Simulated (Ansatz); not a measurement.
Cost and result for the atomization energy of `[BH2][GeH3]` (7 atoms, 6 bonds).

The species carries charge 0 and has multiplicity 1. Correlated methods include outer-core shells of Ge, which these sets cover unevenly. Scalar relativity is left out up to krypton. Geometry: relaxed with PBE0-D4/def2-TZVP. Program: Ansatz. All runs use 2 threads of a server CPU on a shared host. Times are those of one run each, without the atoms' runs, and a repeat can differ threefold. Electronic energies, without spin–orbit coupling; frozen cores. CCSD(T)/CBS adds CCSD(T) − MP2 in def2-TZVPP to the MP2 limit, and its time is that of the two runs behind it. T1 = 0.012. With those shells the extrapolation isn't a true limit. B3LYP takes the VWN-RPA correlation (the form of Gaussian; ORCA's B3LYP/G).

CCSD(T)/CBS is a level of theory with its own doubt, some kJ/mol a heavy atom from the limit and from the frozen cores, so smaller differences don't rank the functionals.

```
                            level  functions  wall time
           LDA (SPW92)/def2-TZVPP        149     0.65 s
                 CCSD(T)/def2-SVP         71      1.2 s
               BLYP-D4/def2-TZVPP        149      1.2 s
               PBE0-D4/def2-TZVPP        149      1.3 s
              BHLYP-D4/def2-TZVPP        149      1.3 s
  PBE-D4/def2-TZVPP (with forces)        149      1.4 s
B3LYP-D4/def2-TZVPP (with forces)        149      1.8 s
            r2SCANh-D4/def2-TZVPP        149        2 s
              PBE-QIDH/def2-TZVPP        149      2.6 s
               ωB97X-V/def2-TZVPP        149      3.6 s
                   MP2/def2-QZVPP        296       10 s
               CCSD(T)/def2-TZVPP        149       13 s
                CCSD(T)/CBS(def2)          –       23 s
```

Q: What atomization energy does each give, and how far from CCSD(T)/CBS? (An estimate is asked.)

A: Ansatz gave: 
```csv
level,atomization (kJ/mol),difference from CCSD(T)/CBS,per bond
LDA (SPW92)/def2-TZVPP,2144.9,203.7,34.0
CCSD(T)/def2-SVP,1841.7,-99.5,-16.6
BLYP-D4/def2-TZVPP,1913.7,-27.5,-4.6
PBE0-D4/def2-TZVPP,1919.3,-21.9,-3.6
BHLYP-D4/def2-TZVPP,1928.0,-13.2,-2.2
PBE-D4/def2-TZVPP (with forces),1918.3,-22.9,-3.8
B3LYP-D4/def2-TZVPP (with forces),1941.9,0.7,0.1
r2SCANh-D4/def2-TZVPP,1943.1,1.9,0.3
PBE-QIDH/def2-TZVPP,1923.4,-17.8,-3.0
ωB97X-V/def2-TZVPP,1953.5,12.3,2.1
MP2/def2-QZVPP,1902.6,-38.6,-6.4
CCSD(T)/def2-TZVPP,1912.4,-28.8,-4.8
CCSD(T)/CBS(def2),1941.2,0.0,0.0
```

Leaving LDA and LC-ωPBE aside and taking each functional with its dispersion term where it has one, the values, not all of them listed here, spread over 79.9 kJ/mol, from revPBE-D4 to B97M-V. LDA lies +235.0 kJ/mol from PBE without D4, its usual overbinding. From BLYP to BHLYP (50 % exact exchange), in def2-TZVPP and without D4, the atomization energy moves by +22.2 kJ/mol. In def2-TZVPP, CCSD(T) changes the Hartree–Fock value by +406.8 kJ/mol (the triples alone add +12.7 kJ/mol) and MP2 by +380.6 kJ/mol; breaking electron pairs costs correlation energy, which Hartree–Fock lacks.
